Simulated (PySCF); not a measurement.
C3H7FOSi.
Atom-mapped SMILES: `[CH3:1][C@@H:2]1[O:3][SiH2:4][C@@H:5]1[F:6]` (hydrogens: H7, H8, H9 on C1; H10 on C2; H11, H12 on Si4; H13 on C5)

Method: PBE0-D3(BJ)/def2-SVP geometry optimisation, gas phase (PySCF); density fitting, grid level 1; the optimiser is geomeTRIC in internal coordinates, started from a GFN2-xTB structure with every atom displaced at random (about 0.01 Å).

Step 0: E = -15846.1092 eV
```
atom  x, y, z in Å  |  force x, y, z in eV/Å
C1      1.3911   -0.1471   -0.0598   -1.044   2.064  -0.041
C2      0.2229    0.7291    0.4363    0.607  -0.541   0.133
O3     -0.3721    0.1679    1.6225    2.906   0.469   1.765
Si4    -1.8052   -0.1995    1.0151   -2.134   0.221  -1.421
C5     -1.0234    0.7170   -0.4698   -0.420   0.508  -0.607
F6     -0.8488    0.0580   -1.6539    0.108  -0.310  -0.344
H7      1.8027    0.3198   -0.9629    0.094  -0.151  -0.152
H8      2.1571   -0.1892    0.6945    0.518  -0.117   0.605
H9      1.0078   -1.1128   -0.2789   -0.245  -1.325  -0.372
H10     0.5730    1.7400    0.6907    0.060   0.144  -0.092
H11    -2.0594   -1.6248    0.8087   -0.266  -0.539   0.024
H12    -2.9047    0.5242    1.6908   -0.331  -0.129   0.152
H13    -1.4016    1.7338   -0.7312    0.146  -0.293   0.352
```

Step 1: E = -15846.3446 eV
```
atom  x, y, z in Å  |  force x, y, z in eV/Å
C1      1.3665   -0.1340   -0.0600   -0.054  -0.222   0.092
C2      0.2489    0.7471    0.4436   -0.131  -0.043  -0.087
O3     -0.3150    0.2500    1.6727   -0.576  -0.163  -0.194
Si4    -1.8302   -0.1727    0.9816    0.590  -0.048   0.338
C5     -1.0085    0.7332   -0.4796    0.091  -0.037  -0.054
F6     -0.8306    0.0886   -1.6797   -0.062   0.070   0.129
H7      1.7991    0.2753   -0.9820    0.035   0.036  -0.063
H8      2.1541   -0.1982    0.7080   -0.059  -0.017  -0.064
H9      0.9999   -1.1558   -0.2800    0.093   0.232   0.075
H10     0.6195    1.7733    0.6216   -0.003  -0.029  -0.018
H11    -2.0771   -1.6393    0.8332    0.081   0.032  -0.066
H12    -3.0055    0.3984    1.6982    0.015   0.149  -0.038
H13    -1.3815    1.7505   -0.6757   -0.019   0.040  -0.049
```

**Question.** Estimate the geometry and energy of step 2. (The exact step hangs on the optimiser's Hessian estimate; all steps are aligned on step 1, rigid shifts and turns removed.)

**Answer.** E = -15846.3585 eV, largest force 0.354 eV/Å
```
atom  x, y, z in Å  |  force x, y, z in eV/Å
C1      1.3644   -0.1357   -0.0571   -0.006  -0.028  -0.002
C2      0.2438    0.7426    0.4427    0.013   0.041  -0.066
O3     -0.3181    0.2455    1.6735   -0.322  -0.112  -0.097
Si4    -1.8202   -0.1775    0.9863    0.262   0.023   0.189
C5     -1.0115    0.7332   -0.4771   -0.035   0.004  -0.015
F6     -0.8449    0.0904   -1.6763    0.009  -0.002   0.011
H7      1.7992    0.2747   -0.9804   -0.001   0.003   0.006
H8      2.1492   -0.1999    0.7102   -0.003   0.001  -0.003
H9      1.0031   -1.1527   -0.2736    0.013   0.019   0.009
H10     0.6147    1.7678    0.6196    0.005  -0.002   0.009
H11    -2.0587   -1.6415    0.8209    0.036   0.004  -0.022
H12    -2.9948    0.4181    1.6873    0.020   0.054  -0.017
H13    -1.3868    1.7514   -0.6737    0.009  -0.005  -0.002
```

The energy changes by -0.0139 eV. The first-order estimate −F·Δx gives -0.0204 eV and the mean of the old and new forces, exact on a quadratic surface, -0.0138 eV. The step makes an angle of 63° with the force vector and moves no atom by more than 0.025 Å.

What follows is the cost of the whole optimisation. Hardware: one thread of an Arm Neoverse V1, on a shared host. Cost: 31 s wall, 0.48 GiB resident at most.
